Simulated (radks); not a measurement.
Results of a calculation; reference values are marked as such.
Effect of the nuclear size on the promethium ion Pm13+, [Kr] 4d10 5s2. Level of theory: Dirac Kohn-Sham, exchange-only LDA, spin-unpolarised, spherical densities, finite nucleus; Fermi nuclear charge, rms radius 4.962 fm (a radial shooting solver on a logarithmic mesh with Libxc functionals). The rms radius is varied about that value; shifts are against it.

rms radius (fm) = 3.9944: total energy shift (eV) -5.17; density at nucleus (e/bohr^3) 5.163e+05; 1s1/2 shift (meV) -2140; 2s1/2 shift (meV) -268; 4s1/2 shift (meV) -13.3; 4p1/2 shift (meV) 0.858; 5s1/2 shift (meV) -3.53; 5p1/2 (empty) shift (meV) 0.352; 6s1/2 (empty) shift (meV) -1.43
rms radius (fm) = 4.5055: total energy shift (eV) -2.55; density at nucleus (e/bohr^3) 5.021e+05; 1s1/2 shift (meV) -1050; 2s1/2 shift (meV) -132; 4s1/2 shift (meV) -6.54; 4p1/2 shift (meV) 0.422; 5s1/2 shift (meV) -1.74; 5p1/2 (empty) shift (meV) 0.173; 6s1/2 (empty) shift (meV) -0.702
rms radius (fm) = 4.962: total energy shift (eV) 0; density at nucleus (e/bohr^3) 4.911e+05; 1s1/2 shift (meV) 0.000; 2s1/2 shift (meV) 0.000; 4s1/2 shift (meV) 0.000; 4p1/2 shift (meV) 0.000; 5s1/2 shift (meV) 0.000; 5p1/2 (empty) shift (meV) 0.000; 6s1/2 (empty) shift (meV) 0.000
rms radius (fm) = 5.2448: total energy shift (eV) 1.67; density at nucleus (e/bohr^3) 4.849e+05; 1s1/2 shift (meV) 692; 2s1/2 shift (meV) 86.7; 4s1/2 shift (meV) 4.29; 4p1/2 shift (meV) -0.277; 5s1/2 shift (meV) 1.14; 5p1/2 (empty) shift (meV) -0.114; 6s1/2 (empty) shift (meV) 0.461
rms radius (fm) = 5.6815: total energy shift (eV) 4.40; density at nucleus (e/bohr^3) 4.76e+05; 1s1/2 shift (meV) 1820; 2s1/2 shift (meV) 228; 4s1/2 shift (meV) 11.3; 4p1/2 shift (meV) -0.728; 5s1/2 shift (meV) 3.00; 5p1/2 (empty) shift (meV) -0.299; 6s1/2 (empty) shift (meV) 1.21

Slopes of the eigenvalues against <r^2> in GHz/fm^2, as finite differences over the two radii next to the reference (eigenvalue slopes, not the field-shift constants of lines): 1s1/2 58600, 2s1/2 7340, 4s1/2 363, 4p1/2 -23.5, 5s1/2 96.7, 5p1/2 (empty) -9.63, 6s1/2 (empty) 39.0.
